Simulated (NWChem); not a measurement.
Species: CH7AlN2; SMILES [Al]([NH2])([CH3])[NH2]

```xyz
11

Al    -0.0009     0.0330     0.0028
C     -0.0296    -1.9229    -0.0006
H      0.2184    -2.3243    -0.9978
H     -1.0171    -2.3266     0.2750
H      0.7072    -2.3435     0.7035
N     -1.5154     0.9675     0.0005
H     -1.5998     1.9771    -0.0165
H     -2.4393     0.5513     0.0065
N      1.5446     0.9157     0.0005
H      1.6615     1.9220    -0.0181
H      2.4546     0.4702     0.0082
```
Atoms are numbered in this order, from 1.

Program: NWChem. Geometry: optimised at PBE0/def2-SVP. Total energies compare along this basis series because the functional is fixed.

```
level              basis functions  energy (Ha)  highest occupied level (eV)  orbital gap (eV)  dipole (D)  relative time
-----------------  ---------------  -----------  ---------------------------  ----------------  ----------  -------------
B3LYP/pcseg-1                   95    -394.3273                        -6.36              6.63        0.66              4
B3LYP/aug-pcseg-1              159    -394.3440                        -6.62              5.89        0.51             10
B3LYP/pcseg-2                  222    -394.4562                        -6.57              6.33        0.55             20
B3LYP/STO-3G                    31    -389.4727                        -2.43              8.72        0.78              1
B3LYP/def2-SVP                  95    -394.1676                        -6.12              6.57        0.79              2
```

The last column is a rough cost ratio, cheapest run = 1.
